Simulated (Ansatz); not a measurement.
## Heat of formation of CuCl (SMILES [Cl][Cu]) from total energies

The species is CuCl (2 atoms), meant as a singlet with charge 0. SMILES: `[Cl][Cu]`. Geometry: relaxed at PBE0-D4/def2-TZVP.

```xyz
2

Cl    0.8983   -0.3452    0.4464
Cu   -0.8688    0.2850   -0.4424
```

Total energies at BLYP/cc-pVTZ (Ansatz 0.2.0); the atoms run unrestricted:

```tsv
species	state	energy (Eh)
CuCl	singlet	-2100.922984
Cl	doublet	-460.157312
Cu	doublet	-1640.635095
```

Harmonic wavenumbers at BLYP/cc-pVTZ, in cm⁻¹: 393.

Measured heats of formation of the gaseous atoms at 298.15 K, in kJ/mol: Cl 121.3, Cu 337.6. Spin-orbit lowering of the atoms at 298 K (mean of the ground term's levels less their thermal mean, from spectra), in kJ/mol: Cl 3.44. Take 1 Eh = 2625.50 kJ/mol, 1 cm⁻¹ = 0.0119627 kJ/mol, RT = 2.479 kJ/mol.

Q: What heat of formation follows?

A: 
1. Electronic atomisation energy: (-460.157312) + (-1640.635095) − (-2100.922984) = 0.130577 Eh = 342.8 kJ/mol.
2. Zero-point energy: half the sum of the wavenumbers, 196.5 cm⁻¹ = 2.4 kJ/mol.
3. Thermal vibrational enthalpy, Σ hcν̃/(exp(hcν̃/kT) − 1): 0.8 kJ/mol. Translation, rotation and pV of a linear molecule: 3.5 RT = 8.7 kJ/mol.
4. The 2 free atoms carry 5/2 RT each: 12.4 kJ/mol.
5. Spin-orbit coupling lowers the free atoms by 3.44 = 3.4 kJ/mol.
6. Atomisation enthalpy at 298 K: 342.8 − 3.4 − 2.4 − 0.8 − 8.7 + 12.4 = 339.9 kJ/mol.
7. Sum of the atoms' heats of formation: 458.9 kJ/mol. Heat of formation: 458.9 − 339.9 = +119.0 kJ/mol.

The tabulated value is +91.1 kJ/mol (NIST-JANAF tables), so this level is off by +27.9 kJ/mol, or 7.6 % of the atomisation enthalpy. Relativity is left out. Anharmonicity and any spin-orbit splitting of the molecule are left out.
